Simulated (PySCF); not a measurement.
Ni(2+) (nickel, charge +2) across methods

[Ar] 3d8, high-spin 3F determinant. Computed with PySCF 2.14 in x2c-QZVPPall (11s7p6d4f2g, 108 functions), with scalar relativity by spin-free X2C-1e.

| method | E (hartree) | mean ε 3p β (eV) | mean ε 3d α (eV) | mean ε 3d β (eV) | Σ⟨r²⟩ (bohr²) | ⟨S²⟩ |
| --- | --- | --- | --- | --- | --- | --- |
| PBE | -1519.389 | -89.581 | -29.253 | -27.604 | 15.85 | 2.001 |
| BHandHLYP | -1519.621 | -98.386 | -34.685 | -32.710 | 15.56 | 2.002 |
| r2SCAN | -1519.617 | -90.911 | -29.482 | -27.871 | 15.65 | 2.001 |
| UHF | -1518.28386 | -106.10 | -39.333 | -36.747 | 15.31 | 2.003 |
| r2SCANh | -1519.605 | -92.517 | -30.555 | -28.863 | 15.60 | 2.001 |
| LDA | -1516.838 | -89.712 | -29.585 | -27.758 | 15.85 | 2.001 |
| B97-3 | -1519.494 | -94.352 | -32.089 | -30.284 | 15.62 | 2.001 |

Task: Estimate the same row for PBE0.

Result: E (hartree) = -1519.411; mean ε 3p β (eV) = -94.003; mean ε 3d α (eV) = -31.958; mean ε 3d β (eV) = -30.104; Σ⟨r²⟩ (bohr²) = 15.65; ⟨S²⟩ = 2.001.
